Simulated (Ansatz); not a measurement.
`F[C](F)(F)[Ge]([F])([F])[F]`. Total charge 0; spin multiplicity 1.

```json
{"atom": "F1", "x (Å)": "-0.083", "y (Å)": "1.723", "z (Å)": "0.947"}
{"atom": "C2", "x (Å)": "0.258", "y (Å)": "1.016", "z (Å)": "-0.128"}
{"atom": "F3", "x (Å)": "1.570", "y (Å)": "1.143", "z (Å)": "-0.316"}
{"atom": "F4", "x (Å)": "-0.370", "y (Å)": "1.527", "z (Å)": "-1.185"}
{"atom": "Ge5", "x (Å)": "-0.231", "y (Å)": "-0.910", "z (Å)": "0.115"}
{"atom": "F6", "x (Å)": "-1.907", "y (Å)": "-1.090", "z (Å)": "0.358"}
{"atom": "F7", "x (Å)": "0.198", "y (Å)": "-1.829", "z (Å)": "-1.253"}
{"atom": "F8", "x (Å)": "0.565", "y (Å)": "-1.580", "z (Å)": "1.462"}
```

What are the harmonic wavenumbers in cm⁻¹ at PBE0-D4/def2-TZVP (Ansatz, finite differences of forces, unscaled)? (An estimate is asked.)

Ansatz gave: 23, 104, 104, 215, 215, 225, 276, 276, 337, 532, 532, 726, 763, 774, 774, 1190, 1190, 1198.

Is this a minimum?

Yes, all 18 modes are real.

Give the ideal-gas thermochemistry at 298.15 K and 1 bar (rigid rotor, harmonic oscillator; point group C3v, symmetry number 3).

Zero-point energy 56.5 kJ/mol; H(298) − E = 82.3 kJ/mol; entropy 395.2 J/(mol·K), of which translation 174.8, rotation 112.8, vibration 107.6; G(298) − E = -35.5 kJ/mol. Modes under 100 cm⁻¹ are hindered rotations or soft bends, so the harmonic entropy is rough.

And at 400, 500, 600, 800 and 1000 K?


| T (K) | H − E (kJ/mol) | S (J/mol/K) | G − E (kJ/mol) |
| --- | --- | --- | --- |
| 400 | 96.0 | 434.6 | -77.8 |
| 500 | 110.7 | 467.4 | -123.0 |
| 600 | 126.4 | 495.9 | -171.2 |
| 800 | 159.2 | 543.1 | -275.2 |
| 1000 | 193.4 | 581.2 | -387.8 |
